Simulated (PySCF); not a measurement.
C4H9O2S (cation, charge +1), SMILES O=S1(=[OH+])CCCC1, singlet, GFN2-xTB optimised geometry. Atoms within 1.6 Å of the plane z = 1.2 Å (x, y, z in Å): O1 (-1.20, -0.70, 1.04), S2 (-0.55, 0.00, 0.00), O3 (-0.95, 1.53, 0.00), C4 (1.26, 0.00, 0.00), H8 (-1.62, 1.82, 0.63), H9 (1.62, -0.48, 0.90), H10 (1.58, 1.04, -0.03).

Method: PBE0/def2-TZVP run with PySCF. Cells within 0.4 Å of a nucleus heavier than hydrogen are left out (blank, or x).

Map of the log10 of the electron density (e/bohr³), floored at −4 on the plane z = 1.2 Å:

```
|00000000000000000000000000000|
|00000000000000000000000000000|
|00000000000000000000000000000|
|00000000111110000000000000000|
|00000012222221100000000000000|
|00000123333332210000000000000|
|00000234454443321000000000000|
|00001234555544321111110000000|
|00001235566554332222221000000|
|00001234555554432233322100000|
|00001234455554433334332210000|
|00001233455555444444443210000|
|00001234555655544555544310000|
|00001345667766555566654321000|
|00012356788876555667665421000|
|00012457899987655677765431000|
|000134679xx987655667765421000|
|000124579xx987544566665321000|
|00012456899976544455554320000|
|00002346778765433344433210000|
|00001234566654322222221100000|
|00000123444443211111110000000|
|00000012233322100000000000000|
|00000000111111000000000000000|
|00000000000000000000000000000|
|00000000000000000000000000000|
|00000000000000000000000000000|
|00000000000000000000000000000|
|00000000000000000000000000000|
```
Scale: ten equal steps from -4.00 (start of '0') to -0.163 (end of '9'), in the order '0123456789'; x runs from -4.00 to 4.00, y from -4.00 (bottom) to 4.00 (top).
